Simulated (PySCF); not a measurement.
aluminum atom (Al), doublet.

The PySCF input:
```python
from pyscf import gto, scf, dft

mol = gto.Mole()
mol.atom = '''
    Al    0.000000    0.000000    0.000000
'''
mol.basis = 'cc-pvtz'
mol.charge = 0
mol.spin = 1
mol.verbose = 4
mol.build()

mf = dft.UKS(mol)
mf.xc = 'b3lyp'
mf.kernel()
```

Problem. Give the HOMO energy at the level PySCF with B3LYP/cc-pVTZ.

Solution. -3.60 eV

Problem. Give the total energy at the level B3LYP/cc-pVTZ.

Solution. -242.389513 Ha

Problem. What is the computed dipole moment (B3LYP/cc-pVTZ)?

Solution. 0.00 D

Problem. What number of basis functions does B3LYP/cc-pVTZ give?

Solution. 34

These values belong to the state on which the SCF converged, which isn't shown to be the lowest.
